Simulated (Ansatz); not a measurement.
`[CH3][Hf]12345678([Cl])([C@H]9[C@@H]1[C@@H]2[C@@H]3[C@H]94)[C@H]1[C@@H]5[C@@H]6[C@@H]7[C@H]18`, charge 0, multiplicity 1.

Problem. Give a relaxed structure at PBE0-D4/def2-TZVP (Ansatz 0.2.0). (Estimate.)

Solution. Computed: 
```xyz
26

C     0.207    0.645   -2.233
Hf   -0.464    0.029   -0.165
Cl   -2.838    0.050   -0.579
C    -0.820    2.430    0.547
C     0.528    2.335    0.155
C     1.187    1.474    1.058
C     0.242    1.052    2.023
C    -0.996    1.639    1.704
C     0.004   -2.035    1.171
C     1.212   -1.713    0.505
C     1.009   -1.901   -0.875
C    -0.319   -2.342   -1.065
C    -0.932   -2.439    0.198
H    -0.281    1.586   -2.510
H    -0.097   -0.110   -2.965
H     1.286    0.793   -2.347
H    -1.596    2.977    0.034
H     0.978    2.820   -0.697
H     2.232    1.204    1.028
H     0.438    0.399    2.859
H    -1.928    1.488    2.229
H    -0.163   -2.009    2.238
H     2.129   -1.391    0.975
H     1.735   -1.725   -1.654
H    -0.794   -2.538   -2.014
H    -1.957   -2.720    0.382
```
This is one stationary point; other conformers may exist.
